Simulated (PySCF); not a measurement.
Atoms are numbered as in `[CH2:1]=[C:2]=[C:3]=[C:4]([CH:5]=[CH2:6])[CH2:7][NH2:8]`; H(Xn) means a hydrogen on atom n. Ha(C6) is cis to C4; Hb(C6) is trans to C4.

PySCF 2.14.0 with density-fitted response routines calculation with GFN2-xTB structure and σ from GIAO-PBE0/pcSseg-1; relativity neglected, isolated molecule, averaged over atoms made equivalent by symmetry, fast rotation or ring inversion, single conformer.

References, each an isolated molecule treated in the same way: 13C (σref 186.93), 1H (σref 31.72) vs TMS; 15N (σref 267.73) vs NH3.

```tsv
atoms	nucleus	count	Hirshfeld charge	δ (ppm)
H(C7)	1H	2	0.04	4.06
H(C5)	1H	1	0.05	6.64
Hb(C6)	1H	1	0.05	5.96
C3	13C	1	-0.04	178.2
C2	13C	1	-0.04	177.7
Ha(C6)	1H	1	0.04	6.85
C7	13C	1	-0.02	?
C5	13C	1	-0.05	?
H(C1)	1H	2	0.06	?
C6	13C	1	-0.09	129.9
N8	15N	1	-0.23	?
C4	13C	1	0.02	132.8
C1	13C	1	-0.10	98.4
H(N8)	1H	2	0.11	0.67
```

Problem. Estimate the values marked ?.

Solution. 
- C5: 142.3 ppm, alkene CH; an sp2 carbon of a C=C bond
- C7: 52.2 ppm, allylic sp3 CH2 bonded to N; the inductive effect lowers its shielding
- H(C1): 5.40 ppm, hydrogen on a terminal carbon of a cumulated C=C=C unit; attached to an sp2 carbon and in the plane of the double bond
- N8: 43.3 ppm, amine nitrogen

Exchangeable OH/NH protons stand at their gas-phase positions; hydrogen bonding in a real sample shifts them, mostly to higher δ. Shifts are as computed. Against solution values, carbons near 30 ppm lie about +3 ppm off and those near 130 ppm about +5 ppm. Of 1211 compounds with measured shifts, 218 miss one by over three times the rms of a fit or turn the order of signals round; such compounds aren't used in these exercises. Experimental scales use liquid or dissolved standards, which lie at an offset from isolated NH3 (liquid NH3: subtract about 20 ppm).
